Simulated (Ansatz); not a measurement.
Molecule: sum formula GaH₂Br (charge 0, singlet). 
Coordinates optimised at B3LYP-D3(BJ)/def2-TZVP (Ansatz, an electronic-structure program):
```xyz
4

Ga    -1.1658     0.1109    -0.0078
Br     1.1370    -0.1082     0.0076
H     -1.6944     1.5759    -0.0015
H     -1.9611    -1.2281    -0.0229
```
Charge 0, spin multiplicity 1.

Quantity: atomisation energy (electronic, to ground-state atoms), in kcal/mol. Correlated levels leave the core frozen unless marked. UHF or UKS for open shells. No spin-orbit coupling. Frozen are the shells of the preceding noble gas and the d and f shells that filled before the atom's block. No relativistic terms. The coupled-cluster limit lacks core correlation, which all-electron functionals hold. Basis-set limits of correlation are two-point, X^-3; Hartree-Fock from the larger set (for Q and 5 zeta extrapolated as (X+1)exp(-9√X)).

```json
[
 {"level": "HF/cc-pVDZ", "program": "Ansatz", "atomisation energy (kcal/mol)": "158.9", "minus last row": "-54.0"},
 {"level": "HF/def2-SVPD", "program": "Ansatz", "atomisation energy (kcal/mol)": "162.4", "minus last row": "-50.5"},
 {"level": "BHLYP-D3(BJ)/def2-TZVPD", "program": "Ansatz + dftd3", "atomisation energy (kcal/mol)": "207.3", "minus last row": "-5.6"},
 {"level": "r2SCAN0-D4/def2-TZVPD", "program": "Ansatz + dftd4", "atomisation energy (kcal/mol)": "213.0", "minus last row": "0.1"},
 {"level": "wB97X/def2-TZVPD", "program": "Ansatz", "atomisation energy (kcal/mol)": "211.4", "minus last row": "-1.5"},
 {"level": "CCSD/aug-cc-pVDZ", "program": "Ansatz", "atomisation energy (kcal/mol)": "197.1", "minus last row": "-15.8"},
 {"level": "CCSD(T)/CBS(cc-pVQZ,cc-pV5Z)", "program": "Ansatz", "atomisation energy (kcal/mol)": "212.9", "minus last row": "0.0"}
]
```
